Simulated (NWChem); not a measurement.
CH$_{2}$AlNO; SMILES O=C=[N][AlH2]

```xyz
6

Al     0.0000     0.0000     1.7391
H      0.0000     1.4113     2.4704
H      0.0000    -1.4113     2.4704
N      0.0000     0.0000    -0.0520
C      0.0000     0.0000    -1.2662
O      0.0000     0.0000    -2.4484
```
Atoms are numbered in this order, from 1.

Results from NWChem. Geometry: optimised at PBE-D3(BJ)/def2-SVP. Ions are spin-unrestricted doublets at the neutral geometry; other ion states weren't tried.

For level PBE/def2-SVP:

```
Property                               Value
-------------------------------------  -----
vertical ionisation energy, ΔSCF (eV)   9.98
−ε(HOMO) (eV)                           6.88
```

Problem. What are these values for level r2SCAN/def2-SVP?

Solution. 
| Quantity | Value |
|---|---|
| vertical ionisation energy, ΔSCF (eV) | 10.18 |
| −ε(HOMO) (eV) | 7.24 |
